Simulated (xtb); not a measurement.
C4H3BO, SMILES C(#C)B(O)C#C. All values are semi-empirical tight-binding results from xtb (GFN2-xTB unless named), good for trends rather than for accurate numbers. Geometry optimised at GFN2-xTB. The values are those of a single conformer.

```
Property                                          Value
----------------------------------------  -------------
point group as xtb finds it                          Cs
orbital gap                                     4.31 eV
dipole moment                                    1.62 D
zero-point energy                         34.7 kcal/mol
G − E(el) at 298.15 K (modified RRHO)     15.5 kcal/mol
static polarisability (D4 model)             56.5 bohr³
solvation energy, GFN2-xTB/ALPB(water)    -5.4 kcal/mol
solvation energy, GFN2-xTB/ALPB(toluene)  -5.4 kcal/mol
```

Question: Give the IR lines (harmonic; lines under 4 % of the strongest left out, lines within 3 cm⁻¹ merged). (An estimate is asked for; the answer gives what the named calculation found.)

Answer: ν (cm⁻¹): 638 (m), 669 (w), 689 (w), 711 (m), 912 (m), 1152 (vs), 1294 (vs), 2212 (m), 2217 (w) (against the strongest line: vs over 80 %, s over 45 %, m over 15 %, w over 4 %, vw less)
